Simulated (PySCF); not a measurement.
AlH₃Se. Atoms are numbered in the order given.

```xyz
5

Al     0.0033    -1.5924     0.0000
H     -1.3976    -2.3193     0.0000
H      1.3960    -2.3369     0.0000
Se    -0.0431     0.7221     0.0000
H      1.4230     0.8062     0.0000
```
Charge 0, spin multiplicity 1.

Geometry: r2SCAN-D4/def2-TZVP.

Computed with r2SCAN-D4/def2-TZVP in PySCF.

Frequencies are harmonic and unscaled.

| mode | ν (cm⁻¹) | IR (km/mol) | Raman (Å⁴/amu) | depolarisation | moving atoms (share of kinetic energy) |
|---|---|---|---|---|---|
| 1 | 352 | 4.9 | 0.8 | 0.75 | H 99 % |
| 2 | 387 | 24.7 | 11.2 | 0.20 | Al 49 %, H 29 %, Se 22 % |
| 3 | 404 | 31.2 | 10.6 | 0.18 | H 73 %, Al 22 % |
| 4 | 569 | 147.6 | 0.3 | 0.75 | H 88 %, Al 11 % |
| 5 | 622 | 14.5 | 5.6 | 0.61 | H 92 % |
| 6 | 765 | 302.3 | 4.3 | 0.44 | H 94 % |
| 7 | 1940 | 125.1 | 254.6 | 0.07 | H 98 % |
| 8 | 1960 | 213.4 | 72.0 | 0.63 | H 95 % |
| 9 | 2428 | 3.7 | 123.4 | 0.24 | H 99 % |
